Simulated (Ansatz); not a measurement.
`C[SiH]1[SiH2]B1[SiH3]` + `C[NH][GeH3]` → `C[N]([SiH3])[GeH3]` + `C[SiH]1B[SiH2]1`  (cleavage of the Si–B bond)

Gas-phase electronic energies from Ansatz, PBE0-D4/def2-TZVP geometries. CCSD(T)/CBS is the MP2 limit (def2-TZVPP, def2-QZVPP) plus CCSD(T) − MP2 in def2-TZVPP, frozen cores. Functionals use def2-TZVPP. B3LYP here is the variant with VWN-RPA as its local correlation; programs differ in this. For Ge outer-core shells are correlated without core-valence functions, which leaves a few kJ/mol of doubt a bond. Scalar relativity is left out up to krypton.

`C[SiH]1[SiH2]B1[SiH3]`:

Cartesian coordinates in Å:
```
C 2.298 0.792 0.921
Si 0.661 0.862 0.027
Si -0.379 -1.488 0.915
B -0.387 -0.520 -0.676
Si -2.052 -0.197 -1.702
H 3.041 1.321 0.314
H 2.641 -0.232 1.068
H 2.246 1.298 1.887
H 0.242 2.288 -0.093
H 0.782 -1.651 1.831
H -1.570 -2.136 1.529
H -3.242 -0.881 -1.117
H -1.900 -0.712 -3.094
H -2.380 1.255 -1.811
```

`C[NH][GeH3]`:

```xyz
10

C     0.313    1.286   -0.465
N     0.270    0.333    0.627
Ge   -0.263   -1.386    0.254
H     0.791    2.214   -0.139
H    -0.669    1.545   -0.890
H     0.924    0.883   -1.277
H    -0.194    0.717    1.439
H    -0.283   -2.155    1.583
H     0.771   -1.974   -0.720
H    -1.660   -1.464   -0.412
```

`C[N]([SiH3])[GeH3]`:

Z-matrix (Å, degrees):
```
C
N 1 1.456
H 1 1.095 2 111.1
H 1 1.095 2 110.6 3 118.4
H 1 1.098 2 113.0 3 -121.1
Si 2 1.718 1 118.3 3 -148.3
Ge 2 1.840 1 115.9 3 44.9
H 6 1.494 2 113.7 1 -66.9
H 6 1.485 2 108.2 1 172.7
H 6 1.490 2 109.4 1 52.2
H 7 1.533 2 108.0 1 -174.5
H 7 1.544 2 110.7 1 64.5
H 7 1.541 2 107.4 1 -53.8
```

`C[SiH]1B[SiH2]1`:

```xyz
11

C     0.866   -0.865   -1.256
Si   -0.329    0.499   -0.810
B    -0.350    1.612    0.705
Si   -0.358    0.132    1.850
H     0.345   -1.804   -1.458
H     1.387   -0.574   -2.173
H     1.610   -1.028   -0.476
H    -1.321    0.648   -1.915
H    -1.100    2.528    0.834
H     0.493   -1.072    1.669
H    -1.243   -0.074    3.030
```

| level | ΔE (kcal/mol) | difference from CCSD(T)/CBS |
| --- | --- | --- |
| r2SCAN-D4 | -7.0 | 1.3 |
| ωB97X-V | -8.3 | 0.0 |
| B2PLYP | -8.6 | -0.3 |
| PBE | -4.7 | 3.6 |
| r2SCAN | -7.0 | 1.3 |
| PBE0 | -5.6 | 2.7 |
| B3LYP | -8.1 | 0.2 |
| HF/def2-TZVPP | -10.9 | -2.6 |
| MP2/def2-TZVPP | -8.4 | -0.1 |
| SCS-MP2/def2-TZVPP | -9.1 | -0.8 |
| HF/def2-QZVPP | -11.2 | -2.9 |
| MP2/def2-QZVPP | -8.5 | -0.2 |
| SCS-MP2/def2-QZVPP | -9.2 | -0.9 |
| HF/CBS(def2) | -11.2 | -2.9 |
| MP2/CBS(def2) | -8.3 | 0.0 |
| CCSD/CBS(def2) | -8.8 | -0.5 |
| CCSD(T)/CBS | -8.3 | 0 |

Largest T1 diagnostic among the species: 0.013.

In def2-TZVPP, CCSD(T) changes the Hartree–Fock value by +2.5 kcal/mol (the triples alone add +0.5 kcal/mol) and MP2 by +2.5 kcal/mol. From PBE to PBE0 (25 % exact exchange), in def2-TZVPP and without D4, ΔE moves by −0.9 kcal/mol.
